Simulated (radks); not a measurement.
Problem. Pm18+, 43 electrons, occupied as [Kr] 4d5 5s2 (not the ground configuration). Calculated with a radial shooting solver on a logarithmic mesh with Libxc functionals: Dirac Kohn-Sham, BLYP, spin-unpolarised, spherical densities, finite nucleus; open shells fill j = l - 1/2 first; Fermi nuclear charge, rms radius 4.962 fm. Some entries of the table are withheld. Estimate them.

orbital,occ.,eigenvalue (eV),<r^2> (bohr^2),r(max) (bohr)
1s1/2,2,-45457.85,0.0007317,(1)
2s1/2,2,-7790.160,0.01149,0.08396
2p1/2,2,-7403.547,0.008386,0.06370
2p3/2,4,-6843.093,0.009631,0.06923
3s1/2,2,-2063.841,0.07690,0.2384
3p1/2,2,-1898.589,(2),0.2253
3p3/2,4,-1784.916,(3),0.2371
3d3/2,4,-1498.692,0.06358,0.1892
3d5/2,6,-1473.972,0.06556,0.1925
4s1/2,2,-745.8053,0.3572,0.5383
4p1/2,2,-680.6718,0.3685,0.5412
4p3/2,4,-651.7599,0.3971,0.5631
4d3/2,4,-543.3500,0.4184,0.5626
4d5/2,1,-537.5949,0.4273,0.5691
5s1/2,2,-365.1259,1.258,1.056

Solution. 
(1) 1s1/2 r(max) (bohr): 0.01479
(2) 3p1/2 <r^2> (bohr^2): 0.07193
(3) 3p3/2 <r^2> (bohr^2): 0.07904
